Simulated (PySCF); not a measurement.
A geometry optimisation, step by step.

1-chloro-3-pentanone, C5H9ClO.
SMILES with atom numbers: `[CH3:1][CH2:2][C:3](=[O:4])[CH2:5][CH2:6][Cl:7]` (hydrogens: H8, H9, H10 on C1; H11, H12 on C2; H13, H14 on C5; H15, H16 on C6)

Computed by this run: PBE0-D3(BJ)/def2-SVP geometry optimisation, gas phase (PySCF 2.14.0); density fitting, grid level 2; the optimiser is geomeTRIC in internal coordinates, started from a GFN2-xTB structure. The frame can shift and turn from step to step; on so coarse a grid that alone can change the energy by a few meV, and forces under 0.02 eV/Å are noise.

Step 0: E = -19880.0821 eV, largest atomic force 1.089 eV/Å
```
atom  x, y, z in Å  |  force x, y, z in eV/Å
C1     -2.576    0.065   -0.329    0.534  -0.276   0.301
C2     -1.269   -0.456    0.254   -0.537   0.654  -0.684
C3     -0.062    0.211   -0.369    0.188  -0.616   0.636
O4     -0.140    1.052   -1.226   -0.030   0.228  -0.232
C5      1.271   -0.272    0.181    0.137   0.738  -0.744
C6      2.430    0.443   -0.492   -0.120  -0.408   0.404
Cl7     3.985   -0.139    0.156    0.149  -0.039   0.045
H8     -2.605   -0.114   -1.400   -0.076  -0.013  -0.424
H9     -2.658    1.137   -0.164   -0.093   0.420   0.005
H10    -3.426   -0.429    0.135   -0.370  -0.171   0.156
H11    -1.183   -1.534    0.097    0.134  -0.378   0.071
H12    -1.236   -0.284    1.333    0.121  -0.061   0.385
H13     1.350   -1.349    0.024    0.009  -0.359   0.049
H14     1.294   -0.096    1.259    0.000  -0.044   0.360
H15     2.433    0.255   -1.566   -0.017   0.054  -0.271
H16     2.384    1.517   -0.315   -0.029   0.270  -0.056
```

Step 1: E = -19880.1223 eV, largest atomic force 0.218 eV/Å
```
atom  x, y, z in Å  |  force x, y, z in eV/Å
C1     -2.181    0.020   -0.287   -0.081   0.052  -0.055
C2     -0.885   -0.499    0.292    0.140  -0.114   0.122
C3      0.348    0.143   -0.304   -0.055   0.135  -0.143
O4      0.274    0.992   -1.163    0.021  -0.054   0.056
C5      1.689   -0.324    0.221   -0.045  -0.136   0.137
C6      2.846    0.380   -0.445    0.054   0.080  -0.076
Cl7     4.409   -0.201    0.202   -0.047   0.008  -0.011
H8     -2.223   -0.152   -1.373    0.000   0.006   0.032
H9     -2.275    1.105   -0.131    0.002  -0.032  -0.006
H10    -3.048   -0.475    0.176    0.026   0.011  -0.010
H11    -0.785   -1.594    0.156   -0.017   0.063   0.020
H12    -0.837   -0.348    1.388   -0.014  -0.021  -0.063
H13     1.767   -1.418    0.080    0.002   0.061   0.016
H14     1.718   -0.169    1.315    0.006  -0.017  -0.061
H15     2.848    0.207   -1.530    0.003   0.001   0.042
H16     2.800    1.466   -0.282    0.005  -0.043  -0.001
```

Step 2: E = -19880.1230 eV, largest atomic force 0.104 eV/Å
```
atom  x, y, z in Å  |  force x, y, z in eV/Å
C1     -2.180    0.019   -0.286   -0.025   0.004  -0.004
C2     -0.880   -0.499    0.293   -0.004   0.024  -0.024
C3      0.347    0.147   -0.309    0.077   0.026  -0.022
O4      0.283    0.997   -1.168   -0.086  -0.044   0.040
C5      1.685   -0.324    0.221    0.006  -0.029   0.030
C6      2.844    0.380   -0.445    0.021   0.007  -0.007
Cl7     4.402   -0.204    0.204    0.004  -0.001   0.001
H8     -2.224   -0.153   -1.371    0.003  -0.003   0.001
H9     -2.276    1.103   -0.130    0.003  -0.001   0.003
H10    -3.044   -0.477    0.179   -0.002   0.001  -0.001
H11    -0.780   -1.592    0.158   -0.002   0.010  -0.006
H12    -0.832   -0.349    1.386   -0.001   0.006  -0.010
H13     1.762   -1.416    0.080    0.006   0.005  -0.003
H14     1.713   -0.170    1.313    0.006   0.003  -0.005
H15     2.847    0.207   -1.529   -0.004  -0.004   0.003
H16     2.799    1.464   -0.282   -0.004  -0.003   0.004
```

Step 3: E = -19880.1232 eV, largest atomic force 0.071 eV/Å
```
atom  x, y, z in Å  |  force x, y, z in eV/Å
C1     -2.180    0.021   -0.288    0.023  -0.016   0.018
C2     -0.881   -0.500    0.294   -0.032   0.013  -0.015
C3      0.348    0.144   -0.306   -0.041  -0.013   0.015
O4      0.270    0.992   -1.164    0.057   0.011  -0.010
C5      1.688   -0.326    0.223    0.001   0.050  -0.050
C6      2.844    0.381   -0.447   -0.006  -0.026   0.025
Cl7     4.404   -0.201    0.200    0.019  -0.003   0.004
H8     -2.221   -0.151   -1.373    0.004  -0.004  -0.012
H9     -2.273    1.105   -0.132    0.003   0.012   0.004
H10    -3.046   -0.472    0.175   -0.009  -0.008   0.008
H11    -0.783   -1.592    0.159   -0.001  -0.029  -0.007
H12    -0.835   -0.351    1.387   -0.003   0.008   0.028
H13     1.768   -1.417    0.082   -0.001  -0.022  -0.014
H14     1.719   -0.173    1.314   -0.004   0.013   0.022
H15     2.846    0.207   -1.529   -0.004  -0.004  -0.018
H16     2.798    1.465   -0.283   -0.005   0.018   0.004
```

Step 4: E = -19880.1235 eV, largest atomic force under 0.02 eV/Å
```
atom  x, y, z in Å  |  force x, y, z in eV/Å
C1     -2.181    0.020   -0.287   -0.002   0.003  -0.003
C2     -0.882   -0.500    0.293    0.006  -0.005   0.005
C3      0.348    0.145   -0.307   -0.001   0.005  -0.005
O4      0.275    0.994   -1.165    0.000  -0.002   0.002
C5      1.688   -0.325    0.221   -0.001  -0.006   0.006
C6      2.845    0.381   -0.446    0.001   0.002  -0.002
Cl7     4.406   -0.202    0.201   -0.004   0.001  -0.001
H8     -2.223   -0.152   -1.372    0.000   0.000   0.001
H9     -2.275    1.104   -0.130    0.000   0.000   0.000
H10    -3.046   -0.474    0.177    0.002   0.000   0.000
H11    -0.784   -1.592    0.158    0.000   0.001   0.000
H12    -0.835   -0.349    1.387    0.000   0.000  -0.001
H13     1.766   -1.417    0.080   -0.001   0.001  -0.001
H14     1.718   -0.171    1.314   -0.001   0.001  -0.001
H15     2.847    0.207   -1.529    0.001   0.000   0.001
H16     2.799    1.465   -0.282    0.001  -0.001   0.000
```

**Question.** Summarise the path.

**Answer.** The energy falls by 0.0414 eV from step 0 to step 4; nine tenths of that is first reached at step 1. It falls at every step. The largest force goes from 1.089 to under 0.02 eV/Å. Among the bonds C2–H12 changes most (a near tie, within 0.001 Å, with another), from 1.093 to 1.105 Å; the atoms move by 0.020 Å rms after alignment.

**Question.** Follow the three bonds and two angles with the largest change from start to end.

**Answer.** 
```json
{"step": "0", "E above end (eV)": "0.0414", "largest force (eV/Å)": "1.089", "C2–H12 (Å)": "1.093", "C1–H8 (Å)": "1.087", "C1–H10 (Å)": "1.087", "H11–C2–H12 (°)": "107.2", "C2–C3–C5 (°)": "114.2"}
{"step": "1", "E above end (eV)": "0.0012", "largest force (eV/Å)": "0.218", "C2–H12 (Å)": "1.107", "C1–H8 (Å)": "1.100", "C1–H10 (Å)": "1.100", "H11–C2–H12 (°)": "104.6", "C2–C3–C5 (°)": "117.1"}
{"step": "2", "E above end (eV)": "0.0005", "largest force (eV/Å)": "0.104", "C2–H12 (Å)": "1.105", "C1–H8 (Å)": "1.099", "C1–H10 (Å)": "1.099", "H11–C2–H12 (°)": "104.6", "C2–C3–C5 (°)": "116.4"}
{"step": "3", "E above end (eV)": "0.0003", "largest force (eV/Å)": "0.071", "C2–H12 (Å)": "1.104", "C1–H8 (Å)": "1.099", "C1–H10 (Å)": "1.099", "H11–C2–H12 (°)": "104.6", "C2–C3–C5 (°)": "116.6"}
{"step": "4", "E above end (eV)": "0.0000", "largest force (eV/Å)": "under 0.02", "C2–H12 (Å)": "1.105", "C1–H8 (Å)": "1.099", "C1–H10 (Å)": "1.099", "H11–C2–H12 (°)": "104.6", "C2–C3–C5 (°)": "116.6"}
```

The cost below is that of the whole optimisation. Time: 46 s wall; peak memory 0.72 GiB. Hardware: one thread, Arm Neoverse V1 (aarch64), on a shared host.
